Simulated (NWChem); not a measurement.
System: CH$_{3}$F$_{3}$Si; SMILES FC[SiH](F)F

```xyz
8

F      0.5985     1.9272     0.0000
C     -0.6138     1.2804     0.0000
Si    -0.3991    -0.5852     0.0000
F      0.4433    -1.0397     1.2968
F      0.4433    -1.0397    -1.2968
H     -1.1985     1.5879    -0.8874
H     -1.1985     1.5879     0.8874
H     -1.6984    -1.2961     0.0000
```
Atoms are numbered in this order, from 1.

Program: NWChem. Medium grid unless said otherwise, to which SCAN and Minnesota functionals are sensitive. The geometry was optimised at PBE0/def2-SVP. Hybrids' shares of exact exchange are those that their runs print; pure functionals count as 0. The functionals differ in more than this share.

```
row              share of exact exchange  highest occupied level (eV)
---------------  -----------------------  ---------------------------
PBE/def2-SVP                        0.00                        -7.25
r2SCAN/def2-SVP                     0.00                        -7.72
B3LYP/def2-SVP                      0.20                     withheld
PBE0/def2-SVP                       0.25                        -8.98
PW6B95/def2-SVP                     0.28                        -9.11
```

Question: Fit a straight line of the last column on the one before it, predict the withheld value, and compare with the run.

Answer: 
1. Means of the 4 shown rows: x = 0.133, y = -8.265. Slope Σ(x − x̄)(y − ȳ)/Σ(x − x̄)² = -0.4154/0.07068 = -5.877; intercept -7.486.
2. The shown rows scatter about the line by 0.167 (root mean square); the largest residual is +0.24, at PBE/def2-SVP.
3. At x = 0.20 (B3LYP/def2-SVP; inside the shown range) the line gives -8.66.
4. The run gives -8.70, -0.04 from the line, 0.2 times the scatter.
